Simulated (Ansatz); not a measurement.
Ansatz results at the PBE0-D4/def2-TZVP geometry: size of the dipole moment (B3LYP/def2-TZVPP) 1.69 D; HOMO energy (ωB97M-V/def2-TZVPP) -10.56 eV; HOMO–LUMO gap (ωB97M-V/def2-TZVPP) 11.56 eV.

Each molecule was computed in one conformer, which needn't be the lowest.

(1) Which molecule gave them?
A. `C[CH](C)[GeH3]`
B. `C[O][GeH]([OH])[Cl]`
C. `C[O][Ge]([F])([SH])[Cl]`
D. `CC[O][GeH]([CH3])[F]`

## Answers

(1) C. The others give `CC[O][GeH]([CH3])[F]`: 1.88, -10.45, 13.03; `C[CH](C)[GeH3]`: 0.89, -10.08, 12.37; `C[O][GeH]([OH])[Cl]`: 1.44, -10.83, 12.72.

B3LYP here is the variant with VWN-RPA as its local correlation; programs differ in this.
